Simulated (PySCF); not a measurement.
**Electronic absorption of C6H7PS**

Compound: C6H7PS.
SMILES: `C=Cc1scpc1C`

Theory: PySCF, TDDFT wB97X-D/def2-SVPD, vertical, gas phase, core orbitals frozen in the response. The structure is a single GFN2-xTB conformer in the gas phase; no vibrational or solvent corrections. Torsions of this conformer, `[CH2:1]=[CH:2][c:3]1[s:4][cH:5][p:6][c:7]1[CH3:8]`: C1–C2–C3–S4 4°.

```json
{"state": "S1", "λ (nm)": "292.2", "E (eV)": "4.24", "f": "0.121", "main configurations (H = HOMO, L = LUMO)": "H→L (97%)"}
{"state": "S2", "λ (nm)": "266.2", "E (eV)": "4.66", "f": "0.068", "main configurations (H = HOMO, L = LUMO)": "H-1→L (84%), H→L+1 (12%)"}
{"state": "S3", "λ (nm)": "242.6", "E (eV)": "5.11", "f": "0.0034", "main configurations (H = HOMO, L = LUMO)": "H-2→L (93%)"}
{"state": "S4", "λ (nm)": "222.8", "E (eV)": "5.57", "f": "0.015", "main configurations (H = HOMO, L = LUMO)": "H→L+2 (75%)"}
{"state": "S5", "λ (nm)": "216.8", "E (eV)": "5.72", "f": "0.541", "main configurations (H = HOMO, L = LUMO)": "H→L+1 (76%), H-1→L (10%)"}
{"state": "S6", "λ (nm)": "206.8", "E (eV)": "5.99", "f": "0.041", "main configurations (H = HOMO, L = LUMO)": "H-1→L+1 (86%)"}
{"state": "S7", "λ (nm)": "202.1", "E (eV)": "6.14", "f": "0.0042", "main configurations (H = HOMO, L = LUMO)": "H-1→L+2 (75%)"}
{"state": "S8", "λ (nm)": "192.5", "E (eV)": "6.44", "f": "0.0001", "main configurations (H = HOMO, L = LUMO)": "H-2→L+1 (50%), H→L+3 (32%)"}
```

Triplets (Tamm–Dancoff): T1 2.67 eV, H→L (90%); T2 3.46 eV, H-1→L (68%), H→L+1 (26%); T3 4.10 eV, H→L+1 (44%), H-1→L (26%), H-3→L (23%).

The lowest singlet comes at 292 nm (409 kJ/mol) in the ultraviolet; it is of moderate strength; its leading configuration is HOMO→LUMO (97%). The most intense listed level is S5 at 5.72 eV (217 nm, f = 0.541), 1.48 eV above S1. Löwdin shares by element: HOMO carbon 53% or more, phosphorus 16% (atoms not listed hold the other 31%); LUMO carbon 31% or more, sulfur 17%, phosphorus 14% (atoms not listed hold the other 38%). Of the 8 states listed, 5 reach f = 0.01 and 1 stays under 0.0005. Weighted by f, the mean energy of these states is 5.41 eV. Orbital energies (eV): HOMO-3 -10.76, HOMO-2 -9.76, HOMO-1 -8.82, HOMO -8.16, LUMO -0.13, LUMO+1 1.18, LUMO+2 1.85. No computed singlet lies in the visible range (380 to 750 nm); the lowest, at 292 nm, stands 0.98 eV above its violet end (3.26 eV); a Tamm–Dancoff triplet lies at 464 nm, without intensity as long as spin–orbit coupling is left out. The window holds the lowest 8 singlets.

Cost: about 1.7 min of CPU time on one thread; the machine was shared, so the figure is rough.
